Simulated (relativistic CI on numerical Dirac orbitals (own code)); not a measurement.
Radial parameters of La³¹⁺

Method of calculation: Dirac-Coulomb-Breit CI, KLI orbitals optimised for each configuration, model QED (radiative potential, 1s self-energy scaled to tabulated hydrogen-like ionisation energies), unscaled Slater integrals (own radial code, finite nucleus).

Slater integrals F^k, G^k are unscaled and averaged over j, outside the closed core [Ne]; ζ comes from projecting the Hamiltonian with its Breit term on Σ l·s of the shell.

- 3s2.3p6.3d8: F^2(3d,3d) = 412010, F^4(3d,3d) = 265100, ζ(3d) = 59309 cm⁻¹; <r>(3d) = 0.2458, <r^2>(3d) = 0.07051 (bohr units).
- 3s2.3p5.3d9: ζ(3p) = 465340, F^2(3p,3d) = 364600, G^1(3p,3d) = 400090, G^3(3p,3d) = 263400, ζ(3d) = 58635 cm⁻¹; <r>(3p) = 0.2719, <r^2>(3p) = 0.08552, <r>(3d) = 0.2463, <r^2>(3d) = 0.07078 (bohr units).
- 3s2.3p4.3d10: F^2(3p,3p) = 363820, ζ(3p) = 465000 cm⁻¹; <r>(3p) = 0.2722, <r^2>(3p) = 0.08571 (bohr units).

Q: Give the Racah parameters of the d shell in 3s2.3p6.3d8.

A: B = F²/49 − 5F⁴/441 = 5403 cm⁻¹ and C = 35F⁴/441 = 21040 cm⁻¹.

Averages of the first 10 configurations, taken without configuration mixing, which lowers the lowest level and can move excited configurations by several eV; other configurations of the list can lie among them:

| Configuration | Parity | States | Average energy above the lowest level (eV) |
| --- | --- | --- | --- |
| 3s2.3p6.3d8 | even | 45 | 19.7 |
| 3s2.3p5.3d9 | odd | 60 | 316.7 |
| 3s2.3p4.3d10 | even | 15 | 619.4 |
| 3s.3p6.3d9 | even | 20 | 529.8 |
| 3p6.3d10 | even | 1 | 1047.6 |
| 3s.3p5.3d10 | odd | 12 | 825.5 |
| 3s2.3p6.3d7.4s | even | 240 | 811.9 |
| 3s2.3p6.3d7.4p | odd | 720 | 889.5 |
| 3s2.3p6.3d7.4d | even | 1200 | 995.6 |
| 3s2.3p4.3d9.4s | even | 300 | 1398.9 |
